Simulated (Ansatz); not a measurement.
Molecule: sum formula VO$_{4}$H$_{3}$, net charge 0, singlet state. 
Structure (B3LYP-D3(BJ)/def2-TZVP (Ansatz, a program for electronic structure) minimum search):
```
V
O 1 1.5696
O 1 1.7767 2 109.54
H 3 0.9636 1 121.51 2 0.00
O 1 1.7767 2 109.54 3 -120.00
H 5 0.9636 1 121.51 2 0.00
O 1 1.7767 2 109.54 5 -120.00
H 7 0.9636 1 121.51 2 0.00
```
Charge 0, spin multiplicity 1.

Total electronic energies in hartree. Correlated levels leave the core frozen unless marked. No spin-orbit coupling. The frozen core is the preceding noble-gas configuration, with the filled d and f shells of earlier blocks. No relativistic terms. CBS(X,Y): correlation extrapolated as X^-3; Hartree-Fock from the larger set. The bracket is a focal-point correction in the basis named.

The T1 diagnostic of CCSD in the largest basis is 0.034, which is high, so the coupled-cluster rows are less sure than usual.

```json
[
 {"level": "RI-HF/def2-TZVPP", "program": "Ansatz", "energy (Eh)": "-1244.24409"},
 {"level": "RI-HF/def2-TZVPPD", "program": "Ansatz", "energy (Eh)": "-1244.24634"},
 {"level": "PBE/def2-TZVPD", "program": "Ansatz", "energy (Eh)": "-1246.53296"},
 {"level": "PBE-D4/def2-TZVPD", "program": "Ansatz + dftd4", "energy (Eh)": "-1246.53851"},
 {"level": "r2SCAN-D3(BJ)/def2-TZVPD", "program": "Ansatz + dftd3", "energy (Eh)": "-1246.88195"},
 {"level": "BHLYP-D4/def2-TZVPD", "program": "Ansatz + dftd4", "energy (Eh)": "-1246.77221"},
 {"level": "HSE06-D3(BJ)/def2-TZVPD", "program": "Ansatz + dftd3", "energy (Eh)": "-1246.46217"},
 {"level": "LC-wPBE/def2-TZVPD", "program": "Ansatz", "energy (Eh)": "-1246.63925"},
 {"level": "B2GP-PLYP-D4/def2-TZVPD", "program": "Ansatz + dftd4", "energy (Eh)": "-1246.43729"},
 {"level": "B2PLYP-D4/def2-TZVPD", "program": "Ansatz + dftd4", "energy (Eh)": "-1246.59752"},
 {"level": "RI-MP2/def2-TZVPP", "program": "Ansatz", "energy (Eh)": "-1245.56213"},
 {"level": "RI-MP2/def2-QZVPPD", "program": "Ansatz", "energy (Eh)": "-1245.68027"},
 {"level": "CCSD(T)/6-31G*", "program": "Ansatz", "energy (Eh)": "-1245.03825"},
 {"level": "RI-MP2/CBS(def2-TZVPP,def2-QZVPP)+[CCSD(T)-MP2]/def2-TZVPP", "program": "Ansatz", "energy (Eh)": "-1245.7374"},
 {"level": "RI-MP2/CBS(def2-TZVPPD,def2-QZVPPD)+[CCSD(T)-MP2]/def2-TZVPPD", "program": "Ansatz", "energy (Eh)": "-1245.7364"}
]
```

Totals of different functionals don't rank their quality; only differences between species are comparable.
